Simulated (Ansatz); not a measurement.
Te₂Pt. Total charge 0; singlet. Geometry PBE0-D4/def2-TZVP.

```tsv
atom	x (Å)	y (Å)	z (Å)
Pt1	-1.312	-0.215	0.561
Te2	0.140	0.996	-1.147
Te3	1.172	-0.781	0.586
```

In the def2 sets Pt, Te take a core potential; there is no spin–orbit coupling. The restricted singlet is unstable towards broken spin symmetry at other levels; at PBE-D4/def2-SVP, PBE-D4/def2-TZVPD, PBE0-D4/def2-SVP, BHLYP-D4/def2-TZVP this wasn't settled. At PBE-D4/def2-SVP, PBE-D4/def2-TZVP, PBE-D4/def2-TZVPD an occupied level lies above an empty one. At PBE-D4/def2-TZVP the restricted singlet is unstable: a solution with broken spin symmetry lies lower. At PBE0-D4/def2-TZVP a triplet of charge 0 lies 0.31 eV below the restricted singlet, each at its own geometry. The structure comes from a short search, and lower isomers may exist.

Task: Estimate the orbital energies around the gap (eV) in Ansatz with PBE-D4/def2-SVP, PBE-D4/def2-TZVP, PBE-D4/def2-TZVPD, PBE0-D4/def2-SVP, BHLYP-D4/def2-TZVP.

Result: 
```json
{"orbital": "HOMO−13", "PBE-D4/def2-SVP": "-40.90", "PBE-D4/def2-TZVP": "-40.92", "PBE-D4/def2-TZVPD": "-40.94", "PBE0-D4/def2-SVP": "-44.11", "BHLYP-D4/def2-TZVP": "-47.13"}
{"orbital": "HOMO−12", "PBE-D4/def2-SVP": "-40.84", "PBE-D4/def2-TZVP": "-40.89", "PBE-D4/def2-TZVPD": "-40.91", "PBE0-D4/def2-SVP": "-44.05", "BHLYP-D4/def2-TZVP": "-47.12"}
{"orbital": "HOMO−11", "PBE-D4/def2-SVP": "-40.78", "PBE-D4/def2-TZVP": "-40.83", "PBE-D4/def2-TZVPD": "-40.86", "PBE0-D4/def2-SVP": "-44.00", "BHLYP-D4/def2-TZVP": "-47.06"}
{"orbital": "HOMO−10", "PBE-D4/def2-SVP": "-16.98", "PBE-D4/def2-TZVP": "-16.87", "PBE-D4/def2-TZVPD": "-16.89", "PBE0-D4/def2-SVP": "-18.80", "BHLYP-D4/def2-TZVP": "-20.27"}
{"orbital": "HOMO−9", "PBE-D4/def2-SVP": "-14.38", "PBE-D4/def2-TZVP": "-14.36", "PBE-D4/def2-TZVPD": "-14.38", "PBE0-D4/def2-SVP": "-15.91", "BHLYP-D4/def2-TZVP": "-17.24"}
{"orbital": "HOMO−8", "PBE-D4/def2-SVP": "-8.97", "PBE-D4/def2-TZVP": "-8.91", "PBE-D4/def2-TZVPD": "-8.93", "PBE0-D4/def2-SVP": "-10.09", "BHLYP-D4/def2-TZVP": "-11.06"}
{"orbital": "HOMO−7", "PBE-D4/def2-SVP": "-8.18", "PBE-D4/def2-TZVP": "-8.13", "PBE-D4/def2-TZVPD": "-8.15", "PBE0-D4/def2-SVP": "-9.18", "BHLYP-D4/def2-TZVP": "-10.07"}
{"orbital": "HOMO−6", "PBE-D4/def2-SVP": "-8.05", "PBE-D4/def2-TZVP": "-8.03", "PBE-D4/def2-TZVPD": "-8.05", "PBE0-D4/def2-SVP": "-9.06", "BHLYP-D4/def2-TZVP": "-9.97"}
{"orbital": "HOMO−5", "PBE-D4/def2-SVP": "-7.37", "PBE-D4/def2-TZVP": "-7.40", "PBE-D4/def2-TZVPD": "-7.43", "PBE0-D4/def2-SVP": "-8.81", "BHLYP-D4/def2-TZVP": "-9.83"}
{"orbital": "HOMO−4", "PBE-D4/def2-SVP": "-6.30", "PBE-D4/def2-TZVP": "-6.33", "PBE-D4/def2-TZVPD": "-6.35", "PBE0-D4/def2-SVP": "-7.84", "BHLYP-D4/def2-TZVP": "-9.21"}
{"orbital": "HOMO−3", "PBE-D4/def2-SVP": "-6.25", "PBE-D4/def2-TZVP": "-6.25", "PBE-D4/def2-TZVPD": "-6.27", "PBE0-D4/def2-SVP": "-7.47", "BHLYP-D4/def2-TZVP": "-8.37"}
{"orbital": "HOMO−2", "PBE-D4/def2-SVP": "-5.62", "PBE-D4/def2-TZVP": "-5.65", "PBE-D4/def2-TZVPD": "-5.67", "PBE0-D4/def2-SVP": "-7.03", "BHLYP-D4/def2-TZVP": "-8.16"}
{"orbital": "HOMO−1", "PBE-D4/def2-SVP": "-5.30", "PBE-D4/def2-TZVP": "-5.36", "PBE-D4/def2-TZVPD": "-5.38", "PBE0-D4/def2-SVP": "-6.51", "BHLYP-D4/def2-TZVP": "-7.55"}
{"orbital": "HOMO", "PBE-D4/def2-SVP": "-4.22", "PBE-D4/def2-TZVP": "-4.30", "PBE-D4/def2-TZVPD": "-4.32", "PBE0-D4/def2-SVP": "-5.21", "BHLYP-D4/def2-TZVP": "-6.05"}
{"orbital": "LUMO", "PBE-D4/def2-SVP": "-4.52", "PBE-D4/def2-TZVP": "-4.55", "PBE-D4/def2-TZVPD": "-4.57", "PBE0-D4/def2-SVP": "-3.86", "BHLYP-D4/def2-TZVP": "-3.05"}
{"orbital": "LUMO+1", "PBE-D4/def2-SVP": "-3.55", "PBE-D4/def2-TZVP": "-3.64", "PBE-D4/def2-TZVPD": "-3.66", "PBE0-D4/def2-SVP": "-2.74", "BHLYP-D4/def2-TZVP": "-2.02"}
{"orbital": "LUMO+2", "PBE-D4/def2-SVP": "-2.40", "PBE-D4/def2-TZVP": "-2.43", "PBE-D4/def2-TZVPD": "-2.47", "PBE0-D4/def2-SVP": "-1.59", "BHLYP-D4/def2-TZVP": "-0.73"}
{"orbital": "LUMO+3", "PBE-D4/def2-SVP": "-0.08", "PBE-D4/def2-TZVP": "-0.28", "PBE-D4/def2-TZVPD": "-0.46", "PBE0-D4/def2-SVP": "0.48", "BHLYP-D4/def2-TZVP": "0.95"}
{"orbital": "LUMO+4", "PBE-D4/def2-SVP": "0.67", "PBE-D4/def2-TZVP": "0.56", "PBE-D4/def2-TZVPD": "-0.05", "PBE0-D4/def2-SVP": "1.31", "BHLYP-D4/def2-TZVP": "1.88"}
{"orbital": "LUMO+5", "PBE-D4/def2-SVP": "1.22", "PBE-D4/def2-TZVP": "0.76", "PBE-D4/def2-TZVPD": "-0.02", "PBE0-D4/def2-SVP": "1.85", "BHLYP-D4/def2-TZVP": "2.00"}
```
